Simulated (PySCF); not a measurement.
**EPR parameters of C4H10NOSi2**

Species: C4H10NOSi2 (doublet state).
Geometry (GFN2-xTB, Å), atoms numbered from 1 in this order:
```
atom  x, y, z in Å
C1     3.3566   -0.0358   -0.3837
C2     2.3247    0.3177   -1.1011
O3     1.0440    0.5478   -0.8945
C4     0.1518   -0.3608   -0.3734
C5     0.4939   -1.6086   -0.0438
N6    -1.0802    0.2307   -0.2952
Si7   -2.4596   -0.6890    0.2395
Si8   -1.0439    1.9136   -0.8117
H9     3.3153   -0.1716    0.6980
H10    4.3255   -0.1621   -0.8339
H11    1.5009   -1.9535   -0.1860
H12   -0.2198   -2.2953    0.3626
H13   -2.6481   -1.8229   -0.6692
H14   -3.5876    0.2310    0.1890
H15   -2.2173   -1.1528    1.6087
H16   -2.4225    2.3550   -0.6109
H17   -0.6961    1.9917   -2.2279
H18   -0.1463    2.6711    0.0570
```

The hyperfine couplings belong to this conformer and change with its torsions.

As a line formula: `C=[C]OC(=C)N([SiH3])[SiH3]` [radical].

Method: PySCF, UKS B3LYP, pcH-1 on C H N O Si, non-relativistic, mean-field spin-orbit, GIAO. One conformer (not necessarily the lowest) at the GFN2-xTB geometry, without solvent, vibrations or thermal averaging. Couplings are sensitive to structure, and on GFN2-xTB geometries they can be far from those on DFT ones. No stability test was run, so a lower SCF solution isn't excluded.

```
g1, g2, g3                      : 2.00136, 2.00213, 2.00338
g_iso                           : 2.00229
Form of g                       : rhombic: the two nearest values differ by 38 % of g3 − g1
⟨S²⟩                            : 0.7583 (exact 0.7500)
α and β electrons               : 39, 38
HOMO–LUMO gap, α and β orbitals : 5.74, 3.79 eV
Total energy                    : -867.33863 Eh
```

Hyperfine couplings atom by atom, in MHz; T1 to T3 are the principal values of the dipolar part:

```
atom  isotope   a_iso  of which spin–orbit     T1     T2     T3  Mulliken spin population
  C1      13C    63.2                  0.0  -20.3   -1.6   21.9                     -0.12
  C2      13C   458.0                 -0.1  -74.5  -52.2  126.8                      0.90
  O3      17O  -103.7                  0.0  -42.0   20.4   21.6                      0.07
  C4      13C    16.1                  0.0   -6.5   -1.4    7.9                      0.00
  C5      13C     4.4                  0.0   -4.6   -2.8    7.4                      0.06
  N6      14N     0.4                  0.0   -0.4   -0.2    0.6                      0.00
 Si7     29Si    -0.6                  0.0   -0.6    0.2    0.4                      0.00
 Si8     29Si    -0.5                  0.0   -0.7    0.2    0.4                      0.00
  H9       1H   140.2                  0.0   -5.7   -1.1    6.8                      0.07
 H10       1H    57.1                  0.0   -8.2   -5.3   13.5                      0.02
 H11       1H    -2.0                  0.0   -3.4   -0.8    4.1                      0.00
 H12       1H    -1.5                  0.0   -3.0   -1.0    4.0                      0.00
 H13       1H     1.0                  0.0   -0.6   -0.5    1.1                      0.00
 H14       1H     0.2                  0.0   -0.4   -0.3    0.7                      0.00
 H15       1H     0.0                  0.0   -0.5   -0.5    1.0                      0.00
 H16       1H    -0.2                  0.0   -0.6   -0.6    1.2                      0.00
 H17       1H     0.0                  0.0   -1.9   -1.7    3.6                      0.00
 H18       1H    -0.5                  0.0   -1.7   -1.5    3.2                      0.00
```

The Mulliken spin populations are largest on C2 (+0.90), C1 (-0.12), O3 (+0.07) and H9 (+0.07). No atom but C2 exceeds +0.15. The positive populations add up to 1.12 and the negative ones to -0.12, together 2S = 1.

Axes: g1 points within 5° of the C2–O3 bond and g2 points within 9° of the C1–H9 bond.

Under fast tumbling the dipolar parts average out, and these isotropic splittings remain: 1 × 1H (H9, I = 1/2, 2 lines) with 5.00 mT, 1 × 1H (H10, I = 1/2, 2 lines) with 2.04 mT, 1 × 1H (H11, I = 1/2, 2 lines) with 0.07 mT and 1 × 1H (H12, I = 1/2, 2 lines) with 0.05 mT.

Si7 and Si8, with what hangs on them, aren't averaged: N6 is flat or nearly so (angle sum 360°), and its turn about the short N6–C4 bond (1.37 Å) is taken as slow.

The 13C coupling of C2 (458.0 MHz) shows only in satellite lines or after enrichment, since that isotope makes up about 1.07 % of natural carbon.

The 17O coupling of O3 (-103.7 MHz) shows only in satellite lines or after enrichment, since that isotope makes up about 0.038 % of natural oxygen.
